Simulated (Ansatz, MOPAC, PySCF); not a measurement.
Gas-phase reaction in SMILES: FSF -> F atom + F[S] (the F-S bond breaks)

Wanted: bond dissociation energy (enthalpy at 298 K), in kcal/mol. Terms: open shells spin-unrestricted; 6-311+G** with 5d, 6d on Na to Ar in Ansatz (a program for electronic structure); spin-orbit terms left out; dispersion terms only where a functional's name holds one; valence correlation only; non-relativistic. Basis-set limits of correlation are two-point, X^-3; Hartree-Fock from the larger set. First-principles rows: single points at B3LYP-D3(BJ) geometries (Ansatz), with unscaled harmonic terms from B3LYP/6-31G* at its own minima. Semi-empirical rows: MOPAC heats of formation at their own minima for 298 K.

| species | coefficient | E at B3LYP/6-311+G** (Ansatz), Eh | E at M06-2X/def2-TZVPD (PySCF), Eh | H(298 K) - E, kcal/mol | heat of formation at MNDO (MOPAC), kcal/mol |
|---|---|---|---|---|---|
| FSF | -1 | -597.89885 | -597.84403 | 5.52 | -52.97 |
| F atom | +1 | -99.76058 | -99.73422 | 1.48 | 18.89 |
| F[S] | +1 | -498.01499 | -497.96523 | 3.31 | 0.42 |

Coupled cluster (Ansatz) is a level with limits of its own, used here on species with T1 under 0.025 (0.045 for open shells) and stable references: CCSD(T)/CBS(cc-pV(T+d)Z,cc-pV(Q+d)Z). Value to compare with, CCSD(T)/CBS(cc-pV(T+d)Z,cc-pV(Q+d)Z) (Ansatz): 90.8 kcal/mol. 1 Eh = 627.5095 kcal/mol.

### Question
Work the quantity out at each level, and compare with CCSD(T)/CBS(cc-pV(T+d)Z,cc-pV(Q+d)Z) (Ansatz).

### Answer

- B3LYP/6-311+G**: the sum of coefficient times E is 0.12328 Eh, or 77.36 kcal/mol; the thermal terms add -0.73. Result: 76.6 kcal/mol. Its difference against CCSD(T)/CBS(cc-pV(T+d)Z,cc-pV(Q+d)Z) (Ansatz) is -14.2 kcal/mol.
- M06-2X/def2-TZVPD: the sum of coefficient times E is 0.14458 Eh, or 90.73 kcal/mol; the thermal terms add -0.73. Result: 90.0 kcal/mol. Its difference against CCSD(T)/CBS(cc-pV(T+d)Z,cc-pV(Q+d)Z) (Ansatz) is -0.8 kcal/mol.
- MNDO: the sum of coefficient times heat of formation is 72.28 kcal/mol; it needs no thermal term. Its difference against CCSD(T)/CBS(cc-pV(T+d)Z,cc-pV(Q+d)Z) (Ansatz) is -18.5 kcal/mol.
